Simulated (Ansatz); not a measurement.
Consider the ligand exchange at the Si–C bond: `[SiH3][CH2][InH2]` + `OB(O)Cl` → `OB(Cl)O[SiH3]` + `[CH3][InH2]`.

Calculated with Ansatz (gas phase, PBE0-D4/def2-TZVP geometries, no zero-point term in ΔE). CBS: MP2 limit from def2 TZ/QZ plus the TZ coupled-cluster correction, frozen cores. DFT in def2-TZVPP. def2 core potentials past Kr. For In outer-core shells are correlated without core-valence functions, which leaves a few kJ/mol of doubt a bond. Each species was taken in one conformer, which may not be the lowest.

**Question.** Is it downhill or uphill in electronic energy at CCSD(T)/CBS, and by how much? (Best estimate.)

**Answer.** Computed: Downhill: ΔE = -75.8 kJ/mol.

**Question.** What do these levels give: B97M-V, PBE0-D4, ωB97X-V, ωB97M-V, PBE-QIDH, r2SCAN, r2SCANh, CCSD/def2-SVP, SCS-MP2/def2-TZVPP, CCSD(T)/def2-TZVPP, HF/def2-QZVPP, MP2/def2-QZVPP? (Best estimate.)

**Answer.** Ansatz gave: B97M-V -78.8, PBE0-D4 -69.4, ωB97X-V -78.9, ωB97M-V -77.8, PBE-QIDH -74.1, r2SCAN -76.4, r2SCANh -76.8, CCSD/def2-SVP -70.9, SCS-MP2/def2-TZVPP -82.3, CCSD(T)/def2-TZVPP -77.2, HF/def2-QZVPP -100.5, MP2/def2-QZVPP -76.9 kJ/mol.

Largest T1 diagnostic among the species: 0.013.

From BLYP to BHLYP (50 % exact exchange), in def2-TZVPP and without D4, ΔE moves by −7.3 kJ/mol. In def2-TZVPP, CCSD(T) changes the Hartree–Fock value by +21.8 kJ/mol (the triples alone add +3.0 kJ/mol) and MP2 by +21.9 kJ/mol. Leaving LDA and LC-ωPBE aside and taking each functional with its dispersion term where it has one, the values, not all of them listed here, spread over 21.7 kJ/mol, from BHLYP-D4 to revPBE-D4.
